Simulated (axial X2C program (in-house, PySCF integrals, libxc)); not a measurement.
## AuCl: from the spin-free to the two-component result

All values were computed with an in-house all-electron X2C program for linear molecules (integrals from PySCF). Spin-free means the one-electron spin-free X2C Hamiltonian; two-component (2c) means X2C with spin–orbit coupling and atomic mean-field two-electron Coulomb and Gaunt terms, so the difference of the two also holds small scalar two-electron terms. Basis: Au dyall-cv4z [15s16p10d7f7g], Cl dyall-av4z [10s9p4d3f2g] (cores contracted in-house); Gaussian nuclei, density fitting, unrestricted open shells. Masses: Au 196.967 u, Cl 34.969 u.

Spin-free state: M_S = 0, Λ = 0 (closed shell); fragments Au + Cl.

| level | Re (Å) | ωe (cm⁻¹) | De (eV) | μ (D) |
| --- | --- | --- | --- | --- |
| PBE0 | 2.215 | 372.1 | 2.903 | -3.73 |
| HF | 2.298 | 335.2 | 1.712 | -5.58 |
| MP2 | 2.187 | 394.6 | 3.025 | n/a |
| CCSD | 2.227 | 370.4 | 2.790 | n/a |
| CCSD(T) | 2.222 | 371.7 | 2.906 | n/a |
| BP86 | 2.222 | 363.6 | 3.013 | -3.04 |
| PBE50 | 2.216 | 376.1 | 2.791 | -4.34 |
| M06 | 2.255 | 355.7 | 2.928 | -3.93 |

Correlated methods: 18 electrons correlated (number of frozen shells: Au 5 s, 4 p, 2 d, 1 f; Cl 2 s, 1 p), 430 virtual spin orbitals or spinors in MP2, 178 natural virtuals in coupled cluster.

Dipoles are positive if Cl is the positive end.

Two-component determinant lowest at the distance of the search:

Ω = 0 (closed shell); fragments Au + Cl.

```
  level  Re (Å)  ωe (cm⁻¹)  De (eV)  μ (D)
   PBE0   2.205      374.6    2.952  -3.64
     HF   2.288      337.0    1.680  -5.49
    MP2   2.177      396.5    3.037    n/a
   CCSD   2.217      372.3    2.792    n/a
CCSD(T)   2.213      373.6    2.912    n/a
   BP86   2.211      366.2    3.069  -2.95
  PBE50   2.205      378.2    2.829  -4.25
    M06   2.245      357.7    2.933  -3.85
```

Q: From the two tables, how do the constants change at the CCSD(T) level (2c against spin-free)?

A: At the CCSD(T) level Re drops by 0.009 Å and ωe rises by 1.9 cm⁻¹; De changes by 0.006 eV.

The state is one determinant whose occupation by symmetry is held fixed; it was picked as the lowest of a PBE0 search that is not exhaustive. Closed shells are restricted here (equal orbitals for both partners); the stretched side of such a curve lies too high. De is counted from the lowest determinant-based energies of the atoms at the same level, without counterpoise correction. CCSD and (T) use frozen natural virtuals with an MP2 correction for the truncation; (T) itself is uncorrected, so its De runs slightly low. A 2c atom that is not at its ground J level misses part of its spin–orbit lowering, and De is too large by that part (0.04 eV or less for light atoms). This holds for PBE0, BP86, PBE50. Without a current term, density functionals place determinants with orbital angular momentum somewhat too high.
